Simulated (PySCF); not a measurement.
## Cu⁺ (copper, charge +1) across methods

[Ar] 3d10, closed-shell 1S. Calculation: PySCF 2.14, in aug-cc-pVDZ-DK; scalar relativity by spin-free X2C-1e.

| method | E (hartree) | mean ε 3s (eV) | mean ε 3p (eV) | mean ε 3d (eV) | Σ⟨r²⟩ (bohr²) | ⟨S²⟩ |
| --- | --- | --- | --- | --- | --- | --- |
| BHandHLYP | -1654.418 | -136.32 | -90.773 | -18.065 | 19.23 | 0.000 |
| BP86 | -1654.747 | -123.19 | -80.701 | -13.672 | 19.92 | 0.000 |
| PBE0 | -1654.231 | -129.71 | -85.661 | -15.729 | 19.49 | 0.000 |
| r2SCAN | -1654.438 | -126.88 | -82.842 | -13.551 | 19.64 | 0.000 |
| PBE | -1654.236 | -123.10 | -80.605 | -13.543 | 19.97 | 0.000 |
| TPSSh | -1654.469 | -126.73 | -83.055 | -14.214 | 19.69 | 0.000 |
| wB97X | -1654.530 | -131.04 | -87.491 | -18.318 | 19.59 | 0.000 |
| UHF | -1652.90651 | -148.83 | -100.17 | -21.801 | 18.64 | 0.000 |
| LDA | -1651.590 | -122.57 | -80.523 | -13.882 | 19.97 | 0.000 |
